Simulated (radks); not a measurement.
Results of a calculation; reference values are marked as such.
Question: Neutral lanthanum: order these configurations by energy. Level of theory: Dirac Kohn-Sham, PBE, spin-unpolarised, spherical densities, finite nucleus; Fermi nuclear charge, rms radius of each element as measured or else 0.836 A^(1/3) + 0.57 fm (a radial shooting solver on a logarithmic mesh with Libxc functionals). Sub-shells are occupied by j as written (lower j first in brackets). [Xe] 5d(3/2: 1, 5/2: 0) 6s1 6p(1/2: 1, 3/2: 0); [Xe] 5d(3/2: 1, 5/2: 0) 6s2; [Xe] 5d(3/2: 2, 5/2: 0) 6s1; [Xe] 6s2 6p(1/2: 1, 3/2: 0).

Answer: From the lowest, in eV above it: [Xe] 5d(3/2: 1, 5/2: 0) 6s2 0.000; [Xe] 5d(3/2: 2, 5/2: 0) 6s1 0.712; [Xe] 5d(3/2: 1, 5/2: 0) 6s1 6p(1/2: 1, 3/2: 0) 2.240; [Xe] 6s2 6p(1/2: 1, 3/2: 0) 2.255.
